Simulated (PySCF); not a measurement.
Bond length, frequency and bond energy of KSe by level of theory

State: ²Π (doublet), unpaired electrons π ↑. Set-up: PySCF, no relativity, basis sets K def2-TZVPP, Se def2-TZVPP. De refers to K + Se in their high-spin ground configurations, without counterpoise correction. The functionals are run spin-unrestricted. A positive dipole means K(−)Se(+).

```
      Level  Re (Å)  ωe (cm⁻¹)  De (eV)   μ (D)
        UHF   3.041        190     1.53  -11.51
    UHF-MP2   2.982        198     2.33     n/a
UHF-SCS-MP2   2.994        196     2.33     n/a
   UHF-CCSD   2.994        197     2.28     n/a
UHF-CCSD(T)   2.992        197     2.33     n/a
        PBE   2.977        190     2.51   -9.76
     revPBE   3.005        184     2.40   -9.86
     r²SCAN   2.981        194     2.62  -10.60
      M06-L   2.993        193     2.91  -10.97
      TPSSh   2.978        192     2.61  -10.32
       PBE0   2.967        195     2.48  -10.37
    ωB97X-V   2.970        199     2.69  -10.86
```

(1) Which functional lies closest to UHF-CCSD(T) in De, which farthest, and by how much do they differ from it?

(2) What does the step from GGA to meta-GGA do here, going from PBE to r²SCAN?

(3) What does the triples do here, going from UHF-CCSD to UHF-CCSD(T)?

Correlated steps freeze 14 core orbitals. Spin–orbit coupling is left out. The state was picked by a PBE0 search and need not be the measured ground state.

The whole job (state search and all levels along the bond) took about 17 min on 1 thread of Arm Neoverse V1 (shared host), peak memory 1.9 GiB.

Results:

(1) Closest is revPBE (+1.3 pm in Re, -6.6 % in ωe, +0.07 eV in De against UHF-CCSD(T) in the same basis), farthest M06-L (+0.1 pm in Re, -2.0 % in ωe, +0.58 eV in De). CCSD(T) converges more slowly with the basis than the functionals do and binds too weakly in this one, so the order can change at the basis-set limit.

(2) r²SCAN less PBE: +0.4 pm in Re, +2.1 % in ωe, +0.11 eV in De. 

(3) UHF-CCSD(T) less UHF-CCSD: -0.2 pm in Re, +0.0 % in ωe, +0.05 eV in De. Correlation nearly always deepens the well. The bond shortens, as in weak, metallic or heavy-atom bonds, where dispersion and the correlation of outer-core electrons pull the atoms together.
